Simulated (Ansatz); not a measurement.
A structure relaxed at PBE0-D4/def2-TZVP in Ansatz, charge 0, septet:

Cartesian coordinates in Å:
```
Fe -0.9758 -0.0898 0.8254
Co 0.0456 -1.0139 -1.0507
Co 0.9302 1.1037 0.2253
```

(1) Give its formula and point group.

(2) Summarise the bond lengths by kind (pairs closer than 1.2 times the sum of covalent radii, bridged metal pairs left out).

Answers

(1) FeCo2. Point group C2v (tolerance 0.1 Å).

(2) 2 × Co–Fe 2.33 Å; 1 × Co–Co 2.63 Å.

The charge 0 septet is spin-contaminated (final ⟨S²⟩ up to 13.05, 12.00 for a pure state). The relaxation made no stability test and no search for a lower SCF solution. At PBE0-D4/def2-TZVP a triplet of charge 0 lies 0.19 eV below the septet, each at its own geometry. That triplet is doubtful there (⟨S²⟩ 5.31, where a pure state has 2.00). Another isomer (septet) lies 0.11 eV lower at PBE0-D4/def2-TZVP.
